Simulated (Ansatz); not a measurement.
Ansatz (an electronic-structure program) input (BLYP/def2-TZVPD):

Ansatz 0.2 input:
```yaml
crystal:
  periodic: [false, false, false]
  atoms:
    - {symbol: C, position_ang: [-2.23602167, -0.12907857, -0.00847515]}
    - {symbol: C, position_ang: [-0.74449004, -0.17442297, 0.11709029]}
    - {symbol: C, position_ang: [0.00078433, -1.00543156, 0.91725390]}
    - {symbol: C, position_ang: [1.43907013, -0.87964936, 0.88370247]}
    - {symbol: C, position_ang: [1.73431041, 0.10556828, 0.00159997]}
    - {symbol: S, position_ang: [0.28646737, 0.88055291, -0.78711687]}
    - {symbol: H, position_ang: [-2.65362397, 0.84516866, 0.27125001]}
    - {symbol: H, position_ang: [-2.67888962, -0.88061286, 0.65211477]}
    - {symbol: H, position_ang: [-2.58029468, -0.33982218, -1.02771935]}
    - {symbol: H, position_ang: [-0.51900633, -1.72877902, 1.54778782]}
    - {symbol: H, position_ang: [2.68641778, 0.51328387, -0.31659222]}
basis:
  gaussian:
    orbitals: def2-TZVPD
hamiltonian:
  xc: {name: BLYP}
total_charge: -1
output: {forces: true}
```

Output:

```
Functional definition: BLYP
integrals: 0.24 GiB planned
1418 factors; their error is unknown
mean field: 1.78 GiB planned
mean field evaluation 1: about -16079.3409 eV, gradient 9.0e1 eV
mean field evaluation 2: about -15757.2438 eV, gradient 2.7e2 eV
mean field evaluation 4: about -16087.6487 eV, gradient 6.7e1 eV
mean field evaluation 8: about -16100.5621 eV, gradient 8.5e-1 eV
mean field evaluation 16: about -16100.5179 eV, gradient 2.0e-2 eV
mean field -16100.51792386 eV, -591.6831203789 hartree, gradient 2.6e-5 eV, S^2 0.000000; 0 other end points of the search recorded, 0 dependent functions left out
the calculation of the forces begins
reference -16100.51832181 eV, -591.6831350031 hartree; 26, 26 occupied and 250, 250 virtual orbitals, 1418 factors
Total energy: -16100.51832181 eV, -591.6831350031 hartree
Atom 0 at    -2.236022    -0.129079    -0.008475 Å, force    -0.046038     0.007875    -0.009782 eV/Å
Atom 1 at    -0.744490    -0.174423     0.117090 Å, force    -0.289800     0.116339    -0.122490 eV/Å
Atom 2 at     0.000784    -1.005432     0.917254 Å, force     0.236887    -0.332432     0.316635 eV/Å
Atom 3 at     1.439070    -0.879649     0.883702 Å, force    -0.034274    -0.219968     0.198732 eV/Å
Atom 4 at     1.734310     0.105568     0.001600 Å, force     0.432941     0.063917    -0.033868 eV/Å
Atom 5 at     0.286467     0.880553    -0.787117 Å, force    -0.064075     0.427610    -0.393707 eV/Å
Atom 6 at    -2.653624     0.845169     0.271250 Å, force    -0.116294     0.195147     0.052515 eV/Å
Atom 7 at    -2.678890    -0.880613     0.652115 Å, force    -0.109233    -0.154821     0.135070 eV/Å
Atom 8 at    -2.580295    -0.339822    -1.027719 Å, force    -0.101708    -0.040550    -0.205853 eV/Å
Atom 9 at    -0.519006    -1.728779     1.547788 Å, force    -0.095915    -0.152236     0.133463 eV/Å
Atom 10 at     2.686418     0.513284    -0.316592 Å, force     0.187507     0.089120    -0.070715 eV/Å
Dipole moment:    -1.024941     0.405364    -0.427655 e Å
```

It need not be the lowest isomer of its formula. Whether it binds its extra electron was not tested at this geometry.
